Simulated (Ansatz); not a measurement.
The first iterations of a band of BF2H + ClH (6 atoms, charge 0, multiplicity 1).

All numbers below come from RKS PBE0-D4/def2-SVPD (Ansatz 0.2.0).

```json
{
 "movable images": "7",
 "climbing image": "yes",
 "spring": "5.0 eV/Å²",
 "optimiser": "quadratic models (default)",
 "start path": "through a guess of the saddle point",
 "force threshold": "0.03 eV/Å",
 "iteration limit": "60",
 "end points": "relaxed"
}
```

Image 0:

```xyz
6
Properties=species:S:1:pos:R:3
B -0.010 -0.357 -0.079
F 0.005 -0.682 1.204
F 1.148 -0.305 -0.706
H -1.042 -0.179 -0.658
Cl 0.040 2.592 0.910
H 0.119 2.045 2.075
```

Image 8:

```xyz
6
Properties=species:S:1:pos:R:3
B 0.008 0.460 -0.411
F 0.019 -0.091 2.064
F 1.148 -0.144 -0.649
H -1.043 -0.098 -0.535
Cl 0.054 2.191 -0.041
H 0.074 0.796 2.318
```

| iteration | highest image above the first end (eV) | largest band force component (eV/Å) |
| --- | --- | --- |
| 1 | 2.345 | 5.665 |
| 2 | 1.251 | 3.347 |
| 3 | 1.129 | 1.338 |
| 4 | 1.004 | 0.905 |
| 5 | 1.210 | 1.560 |
| 6 | 1.010 | 0.575 |
| 7 | 1.065 | 0.421 |
| 8 | 1.058 | 0.242 |
| 9 | 1.056 | 6.012 |

Q: Does the band converge within its limit, and where does its top end?

A: It converged. It ended after 28 iterations with the highest image 1.054 eV above the first end. A vibrational analysis at the climbing image gives one clearly imaginary mode, 899i cm⁻¹: a first-order saddle point. The orbitals stay closed-shell, which can raise the energy where a bond breaks towards radicals; this wasn't checked here.

Run time: 4.2 min on 2 threads of Arm Neoverse V2, with other jobs on the host, peak memory 0.23 GiB.
